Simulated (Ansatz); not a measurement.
Steps of a relaxation of `C[C](C)(C)[Ga]([F])[Cl]` with RKS PBE0-D4/def2-TZVP.

```sh
$ ansatz run in.yaml --threads 2 --pin off --events-out ev --progress --plain --max-ram 22528MiB --backend cuda --devices 0, --max-vram 18GiB
```

```yaml
crystal:
  periodic: [false, false, false]
  atoms:
    - {symbol: C, position_ang: [0.466990, 0.595600, 1.355750]}
    - {symbol: C, position_ang: [0.031830, -0.100030, 0.074690]}
    - {symbol: C, position_ang: [1.083800, -1.069770, -0.436740]}
    - {symbol: C, position_ang: [-1.315730, -0.779840, 0.273650]}
    - {symbol: Ga, position_ang: [-0.227920, 1.414120, -1.402660]}
    - {symbol: F, position_ang: [-1.323720, 2.711930, -0.834720]}
    - {symbol: Cl, position_ang: [0.477480, 1.729340, -3.370530]}
    - {symbol: H, position_ang: [0.524400, -0.127850, 2.170930]}
    - {symbol: H, position_ang: [-0.254910, 1.365860, 1.631720]}
    - {symbol: H, position_ang: [1.446030, 1.061820, 1.235670]}
    - {symbol: H, position_ang: [0.776880, -1.512050, -1.385970]}
    - {symbol: H, position_ang: [1.230730, -1.874040, 0.284760]}
    - {symbol: H, position_ang: [2.038940, -0.564370, -0.587770]}
    - {symbol: H, position_ang: [-1.628010, -1.303380, -0.631060]}
    - {symbol: H, position_ang: [-1.249030, -1.503140, 1.087110]}
    - {symbol: H, position_ang: [-2.077770, -0.044170, 0.535180]}
basis:
  gaussian: {orbitals: def2-TZVP}
hamiltonian: {xc: pbe0, dispersion: d4}
relax: {f_tol: 0.005, max_steps: 150}
```

Positions (Å) and forces (eV/Å) along the path, 8 of 9 steps:

```xyz
16
step=1 energy=-71900.0587 eV
C     0.467    0.596    1.356   -0.121    0.222   -0.465
C     0.032   -0.100    0.075    0.012    0.692   -0.926
C     1.084   -1.070   -0.437   -0.183    0.289   -0.068
C    -1.316   -0.780    0.274    0.129    0.433   -0.354
Ga   -0.228    1.414   -1.403   -0.534   -0.484    1.692
F    -1.324    2.712   -0.835    0.389   -0.389   -0.287
Cl    0.477    1.729   -3.371    0.136   -0.003   -0.274
H     0.524   -0.128    2.171    0.042   -0.133    0.122
H    -0.255    1.366    1.632    0.035    0.042    0.140
H     1.446    1.062    1.236    0.067    0.037    0.124
H     0.777   -1.512   -1.386    0.072   -0.107   -0.020
H     1.231   -1.874    0.285    0.066   -0.185    0.132
H     2.039   -0.564   -0.588    0.096   -0.084   -0.012
H    -1.628   -1.303   -0.631   -0.111   -0.096    0.014
H    -1.249   -1.503    1.087    0.032   -0.164    0.134
H    -2.078   -0.044    0.535   -0.128   -0.069    0.048
16
step=2 energy=-71900.2027 eV
C     0.474    0.619    1.320   -0.046   -0.098    0.039
C     0.042   -0.091    0.045   -0.096    0.553   -0.562
C     1.093   -1.082   -0.433   -0.094    0.158   -0.073
C    -1.314   -0.759    0.232    0.066   -0.019    0.087
Ga   -0.286    1.391   -1.289   -0.160    0.063    0.440
F    -1.340    2.748   -0.817    0.298   -0.447   -0.096
Cl    0.453    1.671   -3.268    0.060   -0.023   -0.132
H     0.546   -0.115    2.131    0.038   -0.018    0.099
H    -0.249    1.380    1.624    0.008    0.008    0.047
H     1.452    1.095    1.216    0.022    0.006    0.015
H     0.804   -1.560   -1.372    0.017   -0.007    0.015
H     1.226   -1.872    0.314   -0.010   -0.025    0.055
H     2.063   -0.603   -0.585    0.008   -0.021   -0.002
H    -1.642   -1.283   -0.669   -0.018   -0.022   -0.009
H    -1.238   -1.498    1.036   -0.054   -0.090    0.053
H    -2.086   -0.040    0.516   -0.039   -0.020    0.025
16
step=3 energy=-71900.2308 eV
C     0.474    0.614    1.326    0.012   -0.009    0.094
C     0.034   -0.056    0.028    0.021   -0.028    0.089
C     1.078   -1.053   -0.447    0.027   -0.045    0.006
C    -1.312   -0.746    0.236   -0.068   -0.029    0.035
Ga   -0.258    1.382   -1.283   -0.252    0.305   -0.125
F    -1.364    2.692   -0.846    0.196   -0.198   -0.068
Cl    0.496    1.627   -3.272    0.010   -0.024    0.066
H     0.557   -0.142    2.119    0.004    0.009   -0.023
H    -0.243    1.367    1.666    0.011   -0.020   -0.011
H     1.452    1.093    1.233    0.012    0.009    0.003
H     0.792   -1.540   -1.383    0.003    0.017    0.003
H     1.201   -1.840    0.309    0.003    0.013   -0.016
H     2.056   -0.588   -0.598   -0.006    0.002   -0.010
H    -1.655   -1.262   -0.665   -0.012   -0.002   -0.008
H    -1.217   -1.501    1.027    0.018    0.011   -0.023
H    -2.092   -0.046    0.548    0.021   -0.011   -0.014
16
step=4 energy=-71900.2348 eV
C     0.469    0.612    1.331   -0.007    0.026    0.024
C     0.027   -0.053    0.029   -0.007   -0.047    0.067
C     1.076   -1.044   -0.450    0.021   -0.035   -0.003
C    -1.314   -0.753    0.240   -0.031   -0.028    0.028
Ga   -0.272    1.377   -1.297   -0.071    0.222    0.005
F    -1.324    2.720   -0.850    0.080   -0.116   -0.058
Cl    0.506    1.607   -3.276   -0.006   -0.033    0.026
H     0.563   -0.148    2.117   -0.001   -0.002   -0.030
H    -0.251    1.357    1.678    0.012   -0.012   -0.009
H     1.443    1.100    1.235   -0.002    0.003   -0.002
H     0.789   -1.532   -1.385    0.001    0.006   -0.004
H     1.206   -1.831    0.306    0.001    0.009   -0.012
H     2.050   -0.574   -0.604   -0.004    0.003   -0.007
H    -1.659   -1.268   -0.661   -0.004    0.000   -0.004
H    -1.209   -1.511    1.027    0.005    0.009   -0.017
H    -2.098   -0.059    0.558    0.013   -0.006   -0.004
16
step=5 energy=-71900.2360 eV
C     0.466    0.615    1.335    0.010   -0.082    0.052
C     0.017   -0.054    0.040    0.023    0.043   -0.210
C     1.070   -1.040   -0.455   -0.026    0.047    0.038
C    -1.322   -0.759    0.243    0.015    0.008    0.057
Ga   -0.262    1.389   -1.289   -0.042   -0.029    0.032
F    -1.307    2.739   -0.873   -0.001    0.013   -0.012
Cl    0.540    1.577   -3.262    0.016   -0.010   -0.010
H     0.596   -0.155    2.105    0.020    0.005    0.047
H    -0.268    1.333    1.709    0.001    0.008   -0.032
H     1.425    1.131    1.226   -0.019   -0.013    0.006
H     0.770   -1.539   -1.379   -0.011    0.032    0.003
H     1.225   -1.816    0.304    0.010   -0.024    0.016
H     2.034   -0.559   -0.635   -0.001   -0.004    0.003
H    -1.670   -1.266   -0.661    0.018    0.017    0.001
H    -1.211   -1.526    1.021   -0.004   -0.013    0.009
H    -2.103   -0.071    0.574   -0.009   -0.001    0.000
16
step=7 energy=-71900.2389 eV
C     0.467    0.606    1.345    0.003    0.007   -0.007
C     0.017   -0.045    0.039    0.008   -0.011    0.028
C     1.069   -1.026   -0.461   -0.002   -0.004   -0.008
C    -1.318   -0.756    0.250    0.002   -0.006   -0.004
Ga   -0.273    1.391   -1.292    0.003   -0.007    0.020
F    -1.318    2.748   -0.909   -0.006    0.010   -0.008
Cl    0.548    1.534   -3.262    0.002   -0.001   -0.006
H     0.584   -0.168    2.115   -0.005    0.005   -0.009
H    -0.260    1.332    1.714    0.003   -0.002    0.002
H     1.432    1.111    1.246   -0.007   -0.004    0.000
H     0.773   -1.504   -1.398    0.004    0.001    0.000
H     1.215   -1.818    0.284   -0.003    0.005   -0.006
H     2.037   -0.546   -0.625   -0.004    0.000    0.001
H    -1.671   -1.254   -0.657   -0.002    0.001    0.002
H    -1.198   -1.531    1.019    0.000    0.005   -0.005
H    -2.101   -0.074    0.593    0.003   -0.001    0.000
16
step=8 energy=-71900.2390 eV
C     0.468    0.606    1.347    0.005   -0.012    0.007
C     0.016   -0.045    0.043    0.000    0.004   -0.030
C     1.068   -1.023   -0.464    0.013    0.012    0.010
C    -1.319   -0.757    0.252   -0.007    0.007    0.010
Ga   -0.274    1.390   -1.288   -0.002    0.003   -0.003
F    -1.322    2.750   -0.920    0.000    0.001   -0.002
Cl    0.552    1.524   -3.258    0.001    0.000   -0.001
H     0.583   -0.167    2.117    0.002   -0.002    0.006
H    -0.257    1.335    1.718   -0.001   -0.001   -0.004
H     1.434    1.108    1.246   -0.004   -0.001    0.000
H     0.775   -1.496   -1.405   -0.007    0.006    0.001
H     1.212   -1.820    0.276    0.001   -0.005    0.004
H     2.036   -0.542   -0.622   -0.007   -0.004    0.000
H    -1.673   -1.252   -0.657    0.004    0.003    0.001
H    -1.198   -1.534    1.017    0.000   -0.006    0.004
H    -2.101   -0.076    0.597    0.003   -0.004   -0.001
16
step=9 energy=-71900.2391 eV
C     0.467    0.605    1.348    0.000    0.000    0.000
C     0.016   -0.044    0.042    0.001   -0.001    0.001
C     1.068   -1.022   -0.464    0.000    0.000   -0.001
C    -1.318   -0.757    0.252    0.000    0.000    0.000
Ga   -0.274    1.391   -1.289    0.002    0.000   -0.005
F    -1.321    2.753   -0.923    0.000    0.001   -0.002
Cl    0.552    1.518   -3.259   -0.003    0.001    0.005
H     0.584   -0.170    2.117    0.000    0.000    0.000
H    -0.259    1.332    1.720    0.000    0.000    0.001
H     1.433    1.109    1.249    0.000    0.000    0.001
H     0.774   -1.493   -1.405    0.000    0.001    0.001
H     1.212   -1.819    0.275    0.000    0.000    0.000
H     2.036   -0.540   -0.623   -0.001    0.000    0.000
H    -1.674   -1.249   -0.657    0.000    0.000    0.000
H    -1.197   -1.536    1.016    0.000    0.000    0.000
H    -2.100   -0.077    0.600    0.001    0.000    0.000
```

It took 40 s on 2 threads of an AMD EPYC 7R13 on a shared host and a share of an NVIDIA H100 80 GB, with 1 GiB of host memory at the peak.
